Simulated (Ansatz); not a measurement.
Input file:

```yaml
crystal:
  periodic: [false, false, false]
  atoms:
    - { symbol: Si, position_ang: [-0.4018, -0.602, -0.1763] }
    - { symbol: S, position_ang: [0.6255, 0.5828, 1.8005] }
    - { symbol: H, position_ang: [-1.6206, 0.1908, -0.2773] }
    - { symbol: H, position_ang: [0.7965, -1.1648, -0.7899] }
    - { symbol: "N", position_ang: [-1.0628, -2.0491, 0.4781] }
    - { symbol: H, position_ang: [0.7728, 1.59, 0.3191] }
    - { symbol: P, position_ang: [0.3882, 1.4678, -1.4496] }
    - { symbol: H, position_ang: [1.85, 0.138, 1.5657] }
    - { symbol: H, position_ang: [-1.9048, -2.0552, 1.0333] }
    - { symbol: H, position_ang: [-0.5085, -2.8673, 0.6783] }
    - { symbol: H, position_ang: [1.5045, 2.1992, -1.8048] }
    - { symbol: H, position_ang: [-0.4391, 2.5699, -1.3769] }
magnetization:
  spin_polarized: true
basis:
  gaussian: { orbitals: STO-3G }
hamiltonian:
  xc: pbe0
  dispersion: d4
md:
  timestep: 0.5
  n_steps: 150
  ensemble: nve
  temperature: 1000.0
  initial_velocities: maxwell_boltzmann
  seed: 243568
```

Command:

```bash
$ ansatz run input.yaml --threads 1 --pin off --max-ram 2048MiB --backend cpu --events-out ev --progress --plain --runs-dir out
```

Hardware: 1 thread of Arm Neoverse V1, with other jobs on the host.

Task: Roughly how long does this run take, and how much memory?

Result: 8.8 min, with a peak of 0.15 GiB, for 151 ionic steps.
